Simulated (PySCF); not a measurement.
Two-component Hartree-Fock for Ir³¹⁺ (iridium, charge +31)

Start: [Kr] 4d10. Calculated with PySCF 2.14 in an uncontracted even-tempered set (17 s from 2.9 bohr⁻², ratio 2.8; 14 p from 3.8 bohr⁻², ratio 2.8; 10 d from 3.8 bohr⁻², ratio 2.8; 3 f from 19 bohr⁻², ratio 3): generalised Hartree-Fock with the X2C-1e Hamiltonian and a Gaussian nucleus; spin-orbit coupling (SO) screened by Boettger's factors.

| spinor shell | electrons | ε, screened SO (eV) | weight of nominal j (screened SO) | rms radius, screened SO (bohr) |
| --- | --- | --- | --- | --- |
| 1s1/2 | 2 | -77652.4 | 1.000 | 0.0197 |
| 2s1/2 | 2 | -14682.2 | 1.000 | 0.0796 |
| 2p1/2 | 2 | -14088.6 | 1.000 | 0.0675 |
| 2p3/2 | 4 | -12456.8 | 1.000 | 0.0753 |
| 3s1/2 | 2 | -4378.9 | 1.000 | 0.203 |
| 3p1/2 | 2 | -4116.7 | 1.000 | 0.194 |
| 3p3/2 | 4 | -3750.2 | 1.000 | 0.209 |
| 3d3/2 | 4 | -3318.1 | 1.000 | 0.184 |
| 3d5/2 | 6 | -3239.4 | 1.000 | 0.188 |
| 4s1/2 | 2 | -1764.4 | 1.000 | 0.424 |
| 4p1/2 | 2 | -1648.2 | 1.000 | 0.425 |
| 4p3/2 | 4 | -1543.2 | 1.000 | 0.453 |
| 4d3/2 | 4 | -1353.0 | 1.000 | 0.448 |
| 4d5/2 | 6 | -1331.6 | 1.000 | 0.456 |

```tsv
quantity	screened SO
E (hartree)	-17355.27768
M_J	0
⟨J²⟩	0.000
⟨L²⟩	0.099
⟨S²⟩	0.099
```

Breit and QED terms are absent; they matter most for the inner s and p1/2 levels.

Densities and radii are taken from the X2C orbitals without a picture-change correction, which distorts them close to the nucleus.
